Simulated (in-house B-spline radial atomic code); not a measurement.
Successive ionisation energies of niobium; each step leads to the configuration of the next row (after the last: bare). Dirac energy differences include first-order Breit, QED and recoil terms. NIST's values go from ground level to ground level; the uncertainty of those that are theory runs from under 0.1 % in few-electron ions to several per cent in heavy many-electron ones. Computed with a B-spline radial code for spherical atoms: Dirac-Hartree-Fock, average of the configuration, finite nuclei.

```
  ion  configuration  ionisation energy (eV)  tabulated value (eV)  computed minus tabulated (eV)  highest orbital  largest mean radius (bohr)
Nb20+       [Ar] 3d3                   872.1                   877                             -5            3d5/2                     0.40945
Nb21+       [Ar] 3d2                   934.2                   940                             -6            3d5/2                     0.40553
Nb22+       [Ar] 3d1                   997.8                  1000                             -2            3d5/2                     0.40164
Nb23+   [Ne] 3s2 3p6                  1182.6                  1176                              7            3p3/2                     0.39779
Nb24+   [Ne] 3s2 3p5                  1241.2                1230.6                             11            3p3/2                     0.39477
Nb25+   [Ne] 3s2 3p4                  1300.7                1293.7                              7            3p3/2                      0.3918
Nb26+   [Ne] 3s2 3p3                  1361.1                  1368                             -7            3p3/2                     0.38887
Nb27+   [Ne] 3s2 3p2                  1422.4                  1439                            -17            3p3/2                     0.38599
Nb28+   [Ne] 3s2 3p1                       ?                     ?                              ?                ?                           ?
Nb29+       [Ne] 3s2                  1619.9                1625.9                             -6            3s1/2                     0.38035
Nb30+       [Ne] 3s1                  1684.2               1684.97                             -1            3s1/2                     0.37723
Nb31+   [He] 2s2 2p6                       ?                     ?                              ?                ?                           ?
Nb32+   [He] 2s2 2p5                  4220.9                  4187                             34            2p3/2                     0.15298
Nb33+   [He] 2s2 2p4                  4397.1                  4369                             28            2p3/2                     0.15179
Nb34+   [He] 2s2 2p3                  4576.3                  4540                             36            2p3/2                     0.15061
Nb35+   [He] 2s2 2p2                       ?                     ?                              ?                ?                           ?
Nb36+   [He] 2s2 2p1                  4943.5                  5011                            -67            2p3/2                      0.1483
Nb37+       [He] 2s2                  5258.0                  5265                             -7            2s1/2                     0.14717
Nb38+       [He] 2s1                  5425.8              5426.066                              0            2s1/2                     0.14611
Nb39+            1s2                 22646.0              22648.05                             -2            1s1/2                    0.035811
Nb40+            1s1                 23388.8              23388.85                              0            1s1/2                    0.035469
```

(1) Fill in the row of Nb28+.

(2) Fill in the row of Nb31+.

(3) Fill in the row of Nb35+.

(4) Where is the largest jump?

Where a p, d or f electron is removed, the computed value is a mean over both j, so it misses the tabulated one by a part of the spin-orbit splitting; averaging over terms and missing correlation add to the gap, relatively most at low charge.

Answers

(1) ionisation energy (eV): 1484.6; tabulated value (eV): 1488; computed minus tabulated (eV): -3; highest orbital: 3p3/2; largest mean radius (bohr): 0.38315.

(2) ionisation energy (eV): 4047.6; tabulated value (eV): 4020.1; computed minus tabulated (eV): 27; highest orbital: 2p3/2; largest mean radius (bohr): 0.15419.

(3) ionisation energy (eV): 4758.4; tabulated value (eV): 4815; computed minus tabulated (eV): -57; highest orbital: 2p3/2; largest mean radius (bohr): 0.14945.

(4) From Nb38+ to Nb39+, by a factor of 4.17 (5425.8 to 22646 eV); the highest orbital goes from 2s1/2 to 1s1/2.
